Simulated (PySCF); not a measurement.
Si(H)(F)(OH)(NMe2) (C₂H₈FNOSi), SMILES CN(C)[SiH](O)F.

Coordinates come from a PBE0-D3(BJ)/def2-SVP optimisation. One conformer was computed; it need not be the lowest.

These are ωB97X/def2-TZVP run with PySCF values and carry that method's errors.

Gas-phase values at a fixed geometry.

Computed frontier levels, gap, dipole moment and polarisability:
| Property | Result |
|---|---|
| highest occupied level | -9.13 eV |
| lowest empty level | 2.86 eV |
| orbital gap | 11.99 eV |
| dipole moment | 0.508 e·Å |
| quadrupole, principal values (traceless, Buckingham form, about the centre of nuclear charge) | -3.35, -2.96, 6.31 D·Å |
| mean static polarisability | 58.7 bohr³ (8.69 Å³) |
| polarisability, principal values | 53.0, 58.2, 64.8 bohr³ |
